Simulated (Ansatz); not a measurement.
Start from `C[Si]SC` and change one atom or group to get `CS[SiH]`.

Ansatz, PBE0-D4/def2-TZVP geometries, multiplicity 1. Each molecule was computed in one conformer, which needn't be the lowest.

| property | `C[Si]SC` |
| --- | --- |
| HOMO energy (B3LYP/def2-TZVPP) / eV | -6.11 |
| HOMO energy (ωB97M-V/def2-TZVPP) / eV | -8.34 |
| HOMO energy (PBE/def2-TZVPP) / eV | -5.26 |
| size of the dipole moment (ωB97M-V/def2-TZVPP) / D | 0.48 |
| size of the dipole moment (B3LYP/def2-TZVPP) / D | 0.51 |
| HOMO–LUMO gap (PBE/def2-TZVPP) / eV | 2.65 |

Task: What does the change do to each property? (Best estimate.)

Result: Ansatz gave: 
```
                                          property  `CS[SiH]`  shift
               HOMO energy (B3LYP/def2-TZVPP) / eV      -6.49  -0.38
             HOMO energy (ωB97M-V/def2-TZVPP) / eV      -8.72  -0.38
                 HOMO energy (PBE/def2-TZVPP) / eV      -5.63  -0.37
size of the dipole moment (ωB97M-V/def2-TZVPP) / D       1.43   0.95
  size of the dipole moment (B3LYP/def2-TZVPP) / D       1.47   0.96
               HOMO–LUMO gap (PBE/def2-TZVPP) / eV       2.60  -0.05
```

Dipoles are sizes alone; their direction can turn.

B3LYP here is the variant with VWN-RPA as its local correlation; programs differ in this.
